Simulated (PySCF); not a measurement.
```xyz
4

F     -0.9532    -1.4374     0.0019
Ga     0.0000     0.0001    -0.0001
F      1.7215    -0.1070    -0.0053
F     -0.7683     1.5442     0.0036
```

Charge 0, multiplicity 1.

Give the Mulliken and meta-Löwdin atomic charges from r2SCAN-D4/def2-TZVP (PySCF).


```json
[
 {"atom": "F1", "Mulliken (e)": "-0.33", "meta-Löwdin (e)": "-0.47"},
 {"atom": "Ga2", "Mulliken (e)": "0.99", "meta-Löwdin (e)": "1.40"},
 {"atom": "F3", "Mulliken (e)": "-0.33", "meta-Löwdin (e)": "-0.47"},
 {"atom": "F4", "Mulliken (e)": "-0.33", "meta-Löwdin (e)": "-0.47"}
]
```
